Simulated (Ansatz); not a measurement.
Mulliken charges of C₂H₄SiZn, SMILES `C=[C]1[SiH2][Zn]1` from ωB97M-V/def2-TZVPP in Ansatz (PBE0-D4/def2-TZVP geometry).

| atom | x (Å) | y (Å) | z (Å) | charge (e) |
| --- | --- | --- | --- | --- |
| C1 | -0.912 | 1.199 | -0.154 | -0.262 |
| C2 | 0.243 | 0.569 | 0.017 | -0.117 |
| Si3 | 0.623 | -1.283 | 0.108 | 0.094 |
| Zn4 | 1.945 | 0.328 | -1.039 | 0.117 |
| H5 | -0.973 | 2.281 | -0.259 | 0.114 |
| H6 | -1.870 | 0.674 | -0.187 | 0.104 |
| H7 | 1.514 | -1.521 | 1.281 | -0.018 |
| H8 | -0.477 | -2.304 | 0.178 | -0.033 |

By hand: the dipole of these point charges (1 e Å = 4.8032 D).

Σ q r = (0.180, -0.029, -0.151) e Å, of length 0.237 e Å = 1.14 D.

How does the dipole of the full density compare? (Best estimate.)

Ansatz gave: (0.188, 0.200, -0.300) e Å, 1.95 D; the point charges give 0.58 times that, at 40° from its direction.

Point charges leave out the atoms' own dipoles, such as those of lone pairs, and Mulliken's split depends on the basis, so the two needn't agree.
